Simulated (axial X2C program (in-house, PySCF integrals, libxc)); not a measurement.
**Worked dissociation energy of KB⁻: CCSD(T), without spin–orbit coupling**

All values were computed with an in-house relativistic program for diatomic molecules. Spin-free means the one-electron spin-free X2C Hamiltonian. Basis: K dyall-acv3z [12s13p7d3f], B dyall-av3z [8s7p3d2f] (cores contracted in-house); Gaussian nuclei, density fitting, unrestricted open shells. Masses: K 38.964 u, B 11.009 u.

Molecular state: M_S = 1/2, Λ = 1 (beyond evenly filled blocks: π+α).

Correlated methods: 13 electrons correlated (number of frozen shells: K 2 s, 1 p; B 1 s), 265 virtual spin orbitals or spinors in MP2, 90 natural virtuals in coupled cluster.

```
E(K-) (2M_S = 0, M_L = 0) : -601.743562 hartree
E(B) (2M_S = 1, M_L = 0)  : -24.606846 hartree
E(KB⁻) at Re              : -626.380594 hartree
ωe                        : 215.8 cm⁻¹
ωexe                      : 2.04 cm⁻¹
```

Question: Work out De and D0.

Answer: De = -601.743562 + (-24.606846) − (-626.380594) = 0.03019 hartree = 0.821 eV. The zero-point energy is ωe/2 − ωexe/4 = 107 cm⁻¹ = 0.013 eV, so D0 = 0.808 eV.

One determinant describes the state; a PBE0 search over occupations chose it and may have missed a lower one. Dissociation energies refer to the lowest single-determinant-based atoms at the same level and basis. Coupled cluster ran in a truncated set of natural virtual spinors; the MP2 energy of the rest was added. (T) has no such correction and the atoms are truncated less, which lowers De at CCSD(T) by a hundredth of an eV or more. PBE0 can misorder states that lie within some tenths of an eV, so this need not be the ground state of the molecule. The nearest other spin-free determinant of the search, M_S = 3/2, Λ = 1, lies 0.09 eV up at the distance of the search. The determinant is spin-polarised beyond a pure state at some levels (its spin-free form has ⟨S²⟩ too high), which makes Re and μ there less reliable.

Each atomic determinant is the lowest at this level and need not be a pure term. Totals compare only within one Hamiltonian and basis.
